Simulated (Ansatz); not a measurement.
Ideal-gas functions of `FBN[SiH3]` at 800 K and 1 bar, from an Ansatz frequency run at PBE0-D4/def2-TZVP.

Molar mass 76.94 g/mol, point group Cs (symmetry number 1), electronic degeneracy 1, moments of inertia 37.408, 142.783, 174.312 u Å². Harmonic wavenumbers (cm⁻¹, unscaled): 61, 136, 225, 542, 584, 697, 716, 795, 913, 942, 953, 968, 1057, 1094, 1326, 1430, 2238, 2243, 2244, 2640, 3641.

Use S(trans) = R[1.5 ln M + 2.5 ln T − 1.1517]; rotational temperatures θ = 24.2544 K / I; S(rot) = R[ln(√π/σ · √(T³/θAθBθC)) + 1.5]; for each mode x = 1.438777 ν̃/T, S = R[x/(eˣ − 1) − ln(1 − e⁻ˣ)] and H = RT x/(eˣ − 1); 1 cm⁻¹ = 0.0119627 kJ/mol; R = 8.31446 J/(mol·K).

Problem. By hand: the entropy, in J/(mol·K).

Solution. Translation 183.5. Rotation: θ = 0.6484, 0.1699, 0.1391 K, giving 118.0. Vibration, mode by mode: 26.69, 20.04, 15.89, 8.85, 8.28, 6.96, 6.76, 6.02, 5.07, 4.86, 4.78, 4.68, 4.12, 3.91, 2.82, 2.43, 0.76, 0.75, 0.75, 0.42, 0.09, in all 134.9. Electronic 0.0. Sum 436.4 J/(mol·K).

Problem. By hand: H − E and G − E in kJ/mol, counted from the electronic energy.

Solution. Zero-point energy ½ × 25445 × 0.0119627 = 152.2; thermal vibration 54.1; translation, rotation and pV give 4 RT = 26.6. H − E = 232.9 kJ/mol, and G − E = 232.9 − 800 × 436.4/1000 = -116.2 kJ/mol.

Vibration gives 31 % of the entropy, 46.7 J/(mol·K) of it from the modes under 150 cm⁻¹: soft modes count most, and the harmonic formula is weakest for them. The sum counts one conformer and one mirror image; others add a mixing term.
